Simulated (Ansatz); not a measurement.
`[CH3][Ga-]([CH3])([CH3])[OH2+]`, relaxed with RKS PBE0-D4/def2-TZVP in Ansatz from a PBE-D4/def2-SVP geometry. The force threshold is 0.005 eV/Å; the program also tests the step.

The species carries charge 0 and has multiplicity 1.

Start:

```xyz
16

C    -1.097    1.313    1.012
Ga   -0.061    0.126   -0.229
C     1.922    0.408   -0.323
C    -0.999   -0.772   -1.736
O     0.078   -1.582    1.242
H    -0.533    1.573    1.933
H    -1.328    2.273    0.502
H    -2.074    0.875    1.309
H     2.464   -0.485   -0.699
H     2.364    0.704    0.652
H     2.148    1.232   -1.033
H    -0.406   -1.614   -2.147
H    -1.168   -0.051   -2.564
H    -1.992   -1.160   -1.429
H     1.029   -1.614    1.464
H    -0.346   -1.225    2.047
```

(1) How much energy does the relaxation release, and in how many steps? (Estimate.)

(2) Which bonds change most? (Estimate.)

(3) Give the relaxed structure. (Estimate.)

Answers

(1) The calculation gave: 5.58 kJ/mol, in 5 steps.

(2) Ansatz gave: C1–H7 from 1.111 to 1.094 Å; C3–H11 from 1.111 to 1.094 Å; C3–H10 from 1.111 to 1.094 Å; C1–H6 from 1.111 to 1.094 Å.

(3) Ansatz gave: 
```xyz
16

C    -1.099    1.321    1.001
Ga   -0.055    0.154   -0.230
C     1.917    0.417   -0.332
C    -0.988   -0.763   -1.716
O     0.083   -1.548    1.234
H    -0.549    1.566    1.914
H    -1.334    2.270    0.510
H    -2.056    0.870    1.282
H     2.432   -0.475   -0.701
H     2.353    0.697    0.631
H     2.153    1.225   -1.032
H    -0.402   -1.600   -2.104
H    -1.157   -0.070   -2.546
H    -1.963   -1.144   -1.405
H     1.014   -1.660    1.450
H    -0.350   -1.260    2.045
```
